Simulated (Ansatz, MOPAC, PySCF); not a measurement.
Acid–base and redox partners of C=[SiH2]. Isolated molecules, 0 K electronic values unless said otherwise. Strings in code marks are SMILES.

Quantity: vertical ionisation energy (energy after one electron is removed minus that of the parent at the parent's geometry), in eV. The restricted reference of `C=[SiH2]` is unstable towards unrestricted orbitals.

Level 1: frozen-core MP2/cc-pVTZ // B3LYP-D3(BJ)/def2-TZVP (Ansatz, an electronic-structure program)
Level 2: minus the HOMO energy of B3LYP-D3(BJ)/def2-TZVP (PySCF)
Level 3: minus the HOMO energy of PM6 // B3LYP-D3(BJ)/def2-TZVP (MOPAC)
Level 4: minus the HOMO energy of SVWN5/6-31G* // B3LYP-D3(BJ)/def2-TZVP (PySCF)

```
species     level 2  level 3  level 4
----------  -------  -------  -------
`C[SiH2+]`    16.04    16.38    14.97
`C=[SiH2]`     6.40     8.20     5.60
```

Question: What does level 1 give for each?

Answer: 
- `C[SiH2+]`: 19.08
- `C=[SiH2]`: 8.84
